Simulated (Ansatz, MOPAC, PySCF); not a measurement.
Dimer: H2O (SMILES O) (first 3 atoms) with H2Se (SMILES [SeH2]); geometry from B3LYP-D3(BJ)/def2-TZVP, rigid monomers moved along the line of their centres of mass till O1···Se4 is 3.65 Å.
(charge 0, multiplicity 1):
```tsv
atom	x (Å)	y (Å)	z (Å)
O	-0.0328	-0.3862	0.2230
H	0.7161	0.2023	0.0794
H	-0.7987	0.1917	0.3087
Se	0.5663	-0.1508	3.8173
H	0.5246	-1.5499	3.3796
H	0.8248	-0.5354	5.2157
```

Counterpoise-corrected where a basis set is named; no monomer relaxation. Rows marked so take none.

Rows in 3-21G, 6-31G* carry no dispersion term and start afresh at each structure (6-31G* with six Cartesian d functions); the Pople sets are all-electron and without relativity. The state that PM6 reach isn't checked.

Codes used: Ansatz (a quantum-chemistry and plane-wave program) with Gaussian orbitals; MOPAC for PM6 (differences of heats of formation); PySCF for 3-21G rows, 6-31G* rows, the dispersion terms. Each number belongs to the level named beside it.

Task: One of these levels gives -1.63 kcal/mol for the interaction energy. Which one is it?
(A) PM6
(B) B3LYP-D4/def2-TZVPPD
(C) B3LYP/6-31G*
(D) B3LYP/3-21G (no counterpoise)

Result: B, B3LYP-D4/def2-TZVPPD. The others give -0.84 (PM6), -3.25 (B3LYP/3-21G (no counterpoise)), -1.22 (B3LYP/6-31G*)
